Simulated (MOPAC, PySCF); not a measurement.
CH4OSi, SMILES `O1C[SiH2]1`, neutral singlet in the gas phase. 

Z-matrix (Å, degrees):
```
Si
O 1 1.6640
C 2 1.4932 1 69.70
H 3 1.0862 2 112.49 1 -115.01
H 3 1.0862 4 113.72 2 129.34
H 1 1.4740 2 117.17 3 110.52
H 1 1.4740 6 112.87 2 -140.66
```
Charge 0, spin multiplicity 1.

All levels are single points at this geometry (B3LYP-D3(BJ)/def2-TZVP); Pople sets use spherical d functions. Orbital energies aren't observables, and empty levels follow the basis.

| level | HOMO (eV) | LUMO (eV) | gap (eV) | dipole (D) | vertical IE, Delta-SCF (eV) |
|---|---|---|---|---|---|
| B3LYP-D3(BJ)/def2-TZVP in PySCF | -7.49 | -0.76 | 6.73 | 1.89 | 10.12 |
| SVWN5/6-31G* in PySCF | -6.36 | -1.16 | 5.20 | 1.69 | – |
| HF/STO-3G in PySCF | -7.80 | 9.84 | 17.64 | 2.14 | – |
| AM1 in MOPAC | -10.58 | 0.13 | 10.71 | 2.35 | – |
| PM3 in MOPAC | -9.71 | 0.04 | 9.74 | 1.89 | – |
| PM6 in MOPAC | -10.05 | -0.32 | 9.73 | 2.63 | – |
